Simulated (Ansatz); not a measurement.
Calculated with Ansatz (gas phase, PBE0-D4/def2-TZVP geometries, no zero-point term in ΔE). CCSD(T)/CBS is the MP2 limit (def2-TZVPP, def2-QZVPP) plus CCSD(T) − MP2 in def2-TZVPP, frozen cores. This one scheme is used for every species. DFT in def2-TZVPP. For Ga outer-core shells are correlated without core-valence functions, which leaves a few kJ/mol of doubt a bond. Scalar relativity is left out up to krypton. One conformer a species, not always the lowest.

`C[N]([GaH2])CF` + H₂ → `[GaH3]` + `CNCF`  (hydrogenolysis of a Ga–N bond)

Problem. Is it downhill or uphill in electronic energy at CCSD(T)/CBS, and by how much? (Estimate.)

Solution. Ansatz gave: Uphill: ΔE = +41.7 kJ/mol.

Problem. What do these levels give: PBE-D4, PBE0-D4, r2SCAN0-D4, r2SCAN, r2SCANh, RPA@PBE/def2-TZVPP, CCSD(T)/def2-SVP, SCS-MP2/def2-TZVPP, CCSD/def2-TZVPP, CCSD(T)/def2-TZVPP, HF/def2-QZVPP, MP2/def2-QZVPP? (Best estimate.)

Solution. The calculation gave: PBE-D4 35.4, PBE0-D4 28.1, r2SCAN0-D4 29.6, r2SCAN 34.0, r2SCANh 31.1, RPA@PBE/def2-TZVPP 38.8, CCSD(T)/def2-SVP 35.3, SCS-MP2/def2-TZVPP 40.0, CCSD/def2-TZVPP 31.9, CCSD(T)/def2-TZVPP 39.2, HF/def2-QZVPP -0.2, MP2/def2-QZVPP 49.5 kJ/mol.

Largest T1 diagnostic among the species: 0.014.

From PBE to PBE0 (25 % exact exchange), in def2-TZVPP and without D4, ΔE moves by −6.4 kJ/mol. The D4 term adds +13.1 kJ/mol with B3LYP and +7.1 kJ/mol with PBE0; it sums over pairs of atoms, weighted by their polarisabilities, and B3LYP, whose exchange is more repulsive, gets the larger term.

B3LYP here is the variant with VWN-RPA as its local correlation; programs differ in this.
